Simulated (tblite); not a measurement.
A structure optimised at GFN2-xTB (Å):
```
atom  x, y, z in Å
C1     0.9480    2.1902    0.9761
C2     0.9083    1.2033    0.3002
C3     0.8644    0.0035   -0.5158
C4     1.8232   -1.0448    0.0575
C5    -0.5483   -0.5516   -0.6005
C6    -1.7040    0.4561   -0.8578
Si7   -1.7993   -0.4218    0.7932
F8    -2.8707   -1.6301    0.8962
H9     0.9898    3.0582    1.5638
H10    1.1994    0.2753   -1.5277
H11    1.5040   -1.3311    1.0577
H12    2.8350   -0.6490    0.1139
H13    1.8288   -1.9318   -0.5726
H14   -0.5806   -1.4303   -1.2400
H15   -1.3992    1.4924   -0.9013
H16   -2.3797    0.2071   -1.6655
H17   -1.6263    0.1163    2.1126
```

Neutral, closed shell.

Read off the bonds between heavy atoms and their formal orders.

C1–C2 1.20 Å (triple); C2–C3 1.45 Å (single); C3–C4 1.53 Å (single); C3–C5 1.52 Å (single); C5–C6 1.55 Å (single); C6–Si7 1.87 Å (single); Si7–F8 1.62 Å (single); C5–Si7 1.88 Å (single). Bonds to hydrogen (Å): C1–H9 1.05; C3–H10 1.10; C4–H11 1.09; C4–H12 1.09; C4–H13 1.09; C5–H14 1.09; C6–H15 1.08; C6–H16 1.08; Si7–H17 1.44.

Write the SMILES.

`C#C[C@@H](C)[C@@H]1C[Si@H]1F`, C6H9FSi. Among its features: alkyne, Si–H bond and C–Si bond.

Name the point group.

C1 (no symmetry element, even within 0.4 Å).

Which rings does it hold (smallest set)?

C5–C6–Si7 (3 members).

Classify the heavy atoms.

C1: terminal alkyne carbon; C2: alkyne carbon; C3: propargylic carbon; C4: methyl carbon; C5: sp3 carbon bound to silicon; C6: sp3 carbon bound to silicon; Si7: fluorine-bound silicon; F8: silicon-bound fluorine.

What is the arrangement about C2?

It has 2 neighbours (C1, C3) and is linear (angle 179.7°).

What is the arrangement about Si7?

It has 4 neighbours (C6, F8, C5, H17) and has angles from 49.0° to 129.0°.

These are computed values.
